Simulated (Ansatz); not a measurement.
A nudged elastic band was laid between two geometries of BFH₅SSi (9 atoms, charge 1, multiplicity 1).

Level of theory: Ansatz 0.2.0, RKS BLYP/def2-SVP.

* movable images: 5
* climbing image: yes
* spring: 5.0 eV/Å²
* optimiser: quadratic models (default)
* start path: through a guess of the saddle point
* force threshold: 0.05 eV/Å
* iteration limit: 60
* end points: relaxed

Image 0:

```xyz
9
Properties=species:S:1:pos:R:3
F 1.153 1.364 -1.519
B -0.132 1.199 -1.417
S -0.680 -0.533 -0.748
Si 0.524 -0.915 1.240
H -0.984 1.986 -1.729
H -1.914 -0.178 -0.273
H 0.436 0.367 1.990
H 1.853 -1.241 0.661
H -0.256 -2.051 1.795
```

Image 6:

```xyz
9
Properties=species:S:1:pos:R:3
F 0.459 2.200 -0.652
B -0.421 1.392 -1.164
S 0.023 -0.488 -1.030
Si 0.592 -0.907 1.215
H -1.433 1.697 -1.733
H -1.246 -0.995 -1.109
H 1.952 -0.309 1.238
H 0.520 -2.391 1.224
H -0.446 -0.198 2.011
```

Task: What changes between the two ends?

Result: No bond is made or broken. The dihedral B2–S3–Si4–H9 goes from 165 to 44°. The two ends are copies of one structure, up to a mirror image or an exchange of like atoms.

Task: What energy profile does the band end with?

Result: The run converged. The highest image is number 3 of 0 to 6, 0.6 kcal/mol above the ends, which have the same energy within 2 meV. A vibrational analysis at the climbing image gives one clearly imaginary mode, 58i cm⁻¹: a first-order saddle point. Limits of this set-up: the dipole of an ion depends on the origin.

| image | path coordinate (Å) | energy (kcal/mol) | dihedral B2–S3–Si4–H9 (°) |
| --- | --- | --- | --- |
| 0 | 0.00 | 0.0 | 165 |
| 1 | 0.67 | 0.2 | 146 |
| 2 | 1.34 | 0.5 | 126 |
| 3 | 2.01 | 0.6 | 106 |
| 4 | 2.72 | 0.5 | 86 |
| 5 | 3.44 | 0.2 | 65 |
| 6 | 4.15 | 0.0 | 44 |

Task: What is the geometry of the highest image?

Result: 
```xyz
9
Properties=species:S:1:pos:R:3:forces:R:3
F 0.894 1.974 -0.985 0.00 0.01 0.01
B -0.211 1.357 -1.277 0.00 0.01 0.00
S -0.187 -0.552 -0.970 0.02 0.01 -0.04
Si 0.495 -0.928 1.261 0.01 -0.03 0.03
H -1.201 1.844 -1.752 0.01 0.00 -0.01
H -1.537 -0.753 -0.897 -0.03 -0.01 0.01
H 1.037 0.396 1.667 -0.01 -0.01 -0.02
H 1.500 -2.005 1.061 -0.01 0.01 0.01
H -0.790 -1.333 1.892 0.02 0.01 0.00
```

The band took 26 iterations and about 4 core-minutes.

Run time: 3.6 min on 1 thread of Intel(R) Xeon(R) Platinum 8488C (Sapphire Rapids) (shared host), peak memory 0.14 GiB.
